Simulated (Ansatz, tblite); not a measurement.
Removing and adding an electron: Li₃Cl₂. The state is a doublet with charge 0. Geometry: PBE0-D4/def2-TZVP. Ansatz, gas phase; energy differences of separate SCF runs; the oxidised species is a singlet (the triplet lies 4.35 eV higher at PBE0-D4/def2-TZVP); the reduced species is a singlet (the triplet lies 0.52 eV higher at PBE0-D4/def2-TZVPD).

```xyz
5

Li    0.208   -1.238    1.645
Li   -2.069   -0.038    0.013
Li    0.930    0.638   -0.829
Cl   -1.078    1.132   -1.520
Cl    2.008   -0.494    0.691
```

The xTB rows come from tblite. Correlated methods freeze 10 core orbitals; core or outer-core shells of Li are correlated, in sets that lack core-valence functions. The structure comes from a short search, and lower isomers may exist.

```csv
level,−HOMO (eV),vertical IE (eV),−LUMO (eV),vertical EA (eV),HOMO–LUMO gap (eV),IE − EA (eV),remarks
GFN2-xTB,–,10.18,–,4.70,–,5.48,–
PBE-D4/def2-TZVP,3.49,5.93,2.08,–,1.40,–,–
PBE-D4/def2-TZVPD,3.45,–,1.97,0.62,1.48,–,"HOMO above zero (-1 singlet), restricted SCF unstable in HF (-1 singlet)"
r2SCAN-D4/def2-TZVPD,3.53,–,1.87,0.43,1.65,–,"HOMO above zero (-1 singlet), restricted SCF unstable in HF (-1 singlet)"
PBE0-D4/def2-TZVP,4.18,5.97,1.49,–,2.69,–,–
PBE0-D4/def2-TZVPD,4.13,–,1.35,0.54,2.78,–,"HOMO above zero (-1 singlet), restricted SCF unstable in HF (-1 singlet)"
CCSD/def2-TZVPP,–,5.80,–,–,–,–,–
CCSD(T)/def2-TZVPD,–,–,–,0.52,–,–,restricted SCF unstable (-1 singlet)
```

Q: Estimate the rows for GFN1-xTB, HF/def2-TZVPP, r2SCAN-D4/def2-TZVP, MP2/def2-TZVPD, MP2/def2-TZVPP, CCSD/def2-TZVPD, CCSD(T)/def2-TZVPP.

A: 
| level | −HOMO (eV) | vertical IE (eV) | −LUMO (eV) | vertical EA (eV) | HOMO–LUMO gap (eV) | IE − EA (eV) | remarks |
| --- | --- | --- | --- | --- | --- | --- | --- |
| GFN1-xTB | – | 11.95 | – | 7.40 | – | 4.55 | – |
| HF/def2-TZVPP | – | 5.70 | – | – | – | – | – |
| r2SCAN-D4/def2-TZVP | 3.59 | 5.89 | 1.99 | – | 1.60 | – | – |
| MP2/def2-TZVPD | – | – | – | 0.28 | – | – | restricted SCF unstable (-1 singlet) |
| MP2/def2-TZVPP | – | 5.78 | – | – | – | – | – |
| CCSD/def2-TZVPD | – | – | – | 0.46 | – | – | restricted SCF unstable (-1 singlet) |
| CCSD(T)/def2-TZVPP | – | 5.80 | – | – | – | – | – |

Run but left out: HF/def2-TZVPD (charge -1 singlet: restricted singlet, unstable towards broken spin symmetry).   A HOMO above zero means that the electron is unbound at that level or that self-interaction error raises the level; the energy of removing that electron tells which. HOMO and LUMO are the levels of the spin that leaves or enters (xTB has no such levels and no spin-polarisation term). Other spin states of the ions may lie lower, which would lower the ionisation energy or raise the affinity. Raw xTB energy differences between charge states are shifted by several eV; the methods need an empirical correction for them.
